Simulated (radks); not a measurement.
The numbers below are computed, except where a source is named.
Ionisation of the osmium ion Os3+, [Xe] 4f14 5d5, to Os4+, [Xe] 4f14 5d4, under several functionals. Scalar-relativistic Kohn-Sham, spin-unpolarised, spherical densities, finite nucleus; a radial shooting solver on a logarithmic mesh with Libxc functionals.

Wu-Cohen GGA: E(Os3+) (hartree) -17247.5035; Exc (hartree) -336.0422; IE (eV) 41.520; -e(HOMO) (eV) 35.026; <r> HOMO (bohr) 1.606; IE error (eV) +0.520
AM05: E(Os3+) (hartree) -17239.2462; Exc (hartree) -327.8132; IE (eV) 41.510; -e(HOMO) (eV) 35.012; <r> HOMO (bohr) 1.604; IE error (eV) +0.510
PBEsol: E(Os3+) (hartree) -17243.7468; Exc (hartree) -332.2900; IE (eV) 41.511; -e(HOMO) (eV) 35.017; <r> HOMO (bohr) 1.606; IE error (eV) +0.511
exchange-only PBE: E(Os3+) (hartree) -17244.2299; Exc (hartree) -332.7089; IE (eV) 40.316; -e(HOMO) (eV) 33.855; <r> HOMO (bohr) 1.624; IE error (eV) -0.684
r2SCAN: E(Os3+) (hartree) -17250.5894; Exc (hartree) -337.8162; IE (eV) 41.445; -e(HOMO) (eV) 34.967; <r> HOMO (bohr) 1.597; IE error (eV) +0.445
BP86: E(Os3+) (hartree) -17250.7520; Exc (hartree) -339.2910; IE (eV) 41.596; -e(HOMO) (eV) 35.108; <r> HOMO (bohr) 1.606; IE error (eV) +0.596
MS2 meta-GGA: E(Os3+) (hartree) -17248.1799; Exc (hartree) -336.1205; IE (eV) 41.448; -e(HOMO) (eV) 34.957; <r> HOMO (bohr) 1.605; IE error (eV) +0.448
exchange-only r2SCAN: E(Os3+) (hartree) -17246.0703; Exc (hartree) -333.2411; IE (eV) 40.187; -e(HOMO) (eV) 33.735; <r> HOMO (bohr) 1.605; IE error (eV) -0.813

NIST Atomic Spectra Database: 41 eV (theoretical). Closest: r2SCAN. The Delta-SCF values span 1.41 eV, the total energies 11.51 hartree. The highest occupied level is 5d. Spin polarisation and multiplet splitting are left out, so open shells lie too high by an amount that depends on their filling. Spin-orbit splitting is averaged out at the scalar-relativistic level.

Beside tabulated values, note that spin-unpolarised runs miss the spin-polarisation part of the exchange energy of open shells.
